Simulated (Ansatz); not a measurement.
Problem. Name a neutral molecule of Al, C, O and H with LUMO energy (ωB97M-V/def2-TZVPP) between 0.35 and 0.65 eV and LUMO energy (B3LYP/def2-TZVPP) between -1.45 and -1.15 eV (Ansatz, PBE0-D4/def2-TZVP geometry).

Solution. `C#C[CH2][AlH][CH2]O` (0.47 eV, -1.32 eV); `C#[C][AlH][OH]` (0.51 eV, -1.45 eV); `C[CH]1[O][AlH]1` (0.45 eV, -1.36 eV); `C=[CH][AlH][OH]` (0.64 eV, -1.37 eV); `C1=[CH][AlH][CH2]O1` (0.55 eV, -1.31 eV); `C#C[O][AlH][CH3]` (0.43 eV, -1.39 eV). Other molecules can fit too; these were computed, each in one conformer that needn't be the lowest.

B3LYP here is the variant with VWN-RPA as its local correlation; programs differ in this.
